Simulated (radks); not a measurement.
Results of a calculation; reference values are marked as such.
Yb I, 70 electrons, occupied as [Xe] 4f14 6s2.

Code: a radial shooting solver on a logarithmic mesh with Libxc functionals. Model: scalar-relativistic Kohn-Sham, PBE, spin-unpolarised, spherical densities, point nucleus.

Energy parts (hartree):
total: -14059.8048
kinetic: 15324.1400
electron-nucleus: -34612.2978
Hartree: 5521.1272
exchange-correlation: -292.7742

Orbitals (lengths in bohr, moments of r in powers of bohr; r(max) is where P^2 peaks; r(90%) holds 90 % of the orbital's charge):
[
 {"orbital": "1s", "occ.": "2", "eigenvalue (hartree)": "-2250.743", "<r^4>": "7.550e-07", "<r>": "0.01966", "r(90%)": "0.0357", "r(max)": "0.01237"},
 {"orbital": "2s", "occ.": "2", "eigenvalue (hartree)": "-381.3280", "<r^4>": "0.0001161", "<r>": "0.08333", "r(90%)": "0.129", "r(max)": "0.07057"},
 {"orbital": "2p", "occ.": "6", "eigenvalue (hartree)": "-336.0446", "<r^4>": "0.00008918", "<r>": "0.07415", "r(90%)": "0.121", "r(max)": "0.05756"},
 {"orbital": "3s", "occ.": "2", "eigenvalue (hartree)": "-85.95092", "<r^4>": "0.004341", "<r>": "0.2167", "r(90%)": "0.318", "r(max)": "0.1994"},
 {"orbital": "3p", "occ.": "6", "eigenvalue (hartree)": "-72.30306", "<r^4>": "0.004611", "<r>": "0.2162", "r(90%)": "0.323", "r(max)": "0.1966"},
 {"orbital": "3d", "occ.": "10", "eigenvalue (hartree)": "-55.69982", "<r^4>": "0.003595", "<r>": "0.1961", "r(90%)": "0.305", "r(max)": "0.1603"},
 {"orbital": "4s", "occ.": "2", "eigenvalue (hartree)": "-16.90936", "<r^4>": "0.1051", "<r>": "0.4879", "r(90%)": "0.701", "r(max)": "0.4551"},
 {"orbital": "4p", "occ.": "6", "eigenvalue (hartree)": "-12.43072", "<r^4>": "0.1401", "<r>": "0.5182", "r(90%)": "0.754", "r(max)": "0.4763"},
 {"orbital": "4d", "occ.": "10", "eigenvalue (hartree)": "-6.53908", "<r^4>": "0.2175", "<r>": "0.5600", "r(90%)": "0.842", "r(max)": "0.4910"},
 {"orbital": "5s", "occ.": "2", "eigenvalue (hartree)": "-2.01859", "<r^4>": "4.091", "<r>": "1.208", "r(90%)": "1.75", "r(max)": "1.071"},
 {"orbital": "5p", "occ.": "6", "eigenvalue (hartree)": "-1.00788", "<r^4>": "9.369", "<r>": "1.451", "r(90%)": "2.15", "r(max)": "1.233"},
 {"orbital": "6s", "occ.": "2", "eigenvalue (hartree)": "-0.14407", "<r^4>": "507.8", "<r>": "3.925", "r(90%)": "5.87", "r(max)": "3.282"},
 {"orbital": "4f", "occ.": "14", "eigenvalue (hartree)": "-0.11089", "<r^4>": "3.562", "<r>": "0.7915", "r(90%)": "1.39", "r(max)": "0.4833"}
]

The highest occupied level is 4f at -3.018 eV. The density falls to 0.001 e/bohr^3 at r = 5.05 bohr. For comparison, the ionisation energy in NIST's Atomic Spectra Database is 6.254 eV (measured). In exact Kohn-Sham theory the highest level is minus the ionisation energy, but local and semilocal functionals leave it too shallow, through self-interaction and a potential that decays too fast; potentials with the right tail come closer. Summed over all electrons, <r^2> = 72.40 bohr^2, which gives a Langevin (diamagnetic) susceptibility term of -57.3 x 10^-6 cm^3/mol.
